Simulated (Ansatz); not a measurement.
Input file for Ansatz (an electronic-structure program): U-r2SCAN/cc-pV(T+d)Z on CH5NSi (SMILES C[Si]N), a point of a bond scan (R = 1.640 Å). Files ending in .json are basis or fitting sets from the Basis Set Exchange.

Ansatz 0.2 input:
```yaml
crystal:
  periodic: [false, false, false]
  atoms:
    - {symbol: Si, position_ang: [-0.27695795, -0.02987367, 0.65336335]}
    - {symbol: C, position_ang: [0.58141634, 1.33956110, -0.37080899]}
    - {symbol: H, position_ang: [-0.09097363, 2.80345328, -0.06548057]}
    - {symbol: H, position_ang: [0.57862855, 1.17210013, -1.45148118]}
    - {symbol: H, position_ang: [1.62575435, 1.40795972, -0.04206701]}
    - {symbol: N, position_ang: [-0.21931976, -1.29505645, -0.50310454]}
    - {symbol: H, position_ang: [0.15769451, -1.23076375, -1.43932500]}
    - {symbol: H, position_ang: [-0.57108211, -2.21852540, -0.30037125]}
basis:
  gaussian:
    orbitals: cc-pV_T+d_Z.json
hamiltonian:
  xc: {name: r2SCAN}
magnetization: {spin_polarized: true, initial_magnetization: 0}
```

The log:

```
WARN ansatz: RAYON_NUM_THREADS=1 ignored (pool sized by the plan → 1); use --threads N
Functional definition: r2SCAN
integrals: 0.07 GiB planned
937 factors; their error is unknown
mean field: 0.74 GiB planned
mean field evaluation 1: about -10468.7929 eV, gradient 5.8e1 eV
mean field evaluation 2: about -10420.0804 eV, gradient 1.0e2 eV
mean field evaluation 4: about -10482.1977 eV, gradient 1.4e1 eV
mean field evaluation 8: about -10483.1659 eV, gradient 2.5e-1 eV
mean field evaluation 16: about -10483.1486 eV, gradient 3.8e-3 eV
mean field -10483.14864189 eV, -385.2486068559 hartree, gradient 4.2e-5 eV, S^2 0.000000; 1 other end points of the search recorded, 0 dependent functions left out
reference -10483.14865410 eV, -385.2486073047 hartree; 16, 16 occupied and 153, 153 virtual orbitals, 937 factors
Total energy: -10483.14865410 eV, -385.2486073047 hartree
```

Self-consistency was reached.

Cost: roughly 8 core-seconds.
